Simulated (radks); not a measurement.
Mn XVIII, 8 electrons, occupied as [He] 2s2 2p4 (the NIST ground configuration).

Calculated with a radial shooting solver on a logarithmic mesh with Libxc functionals: scalar-relativistic Kohn-Sham, PBE, spin-unpolarised, spherical densities, point nucleus.

Energy parts (hartree):
| part | energy |
|---|---|
| total | -966.79887 |
| kinetic | 979.51006 |
| electron-nucleus | -2073.46370 |
| Hartree | 159.51518 |
| exchange-correlation | -32.36041 |

Orbitals (lengths in bohr, moments of r in powers of bohr; <r^-3> diverges for s and p1/2; r(90%) holds 90 % of the orbital's charge):
| orbital | occ. | eigenvalue (hartree) | r(90%) | <r^-3> |
|---|---|---|---|---|
| 1s | 2 | -263.5178 | 0.108 | - |
| 2s | 2 | -50.61367 | 0.410 | - |
| 2p | 4 | -47.08523 | 0.377 | 469.2 |

The highest occupied level is 2p at -1281.3 eV. The density falls to 0.001 e/bohr^3 at r = 0.87 bohr.
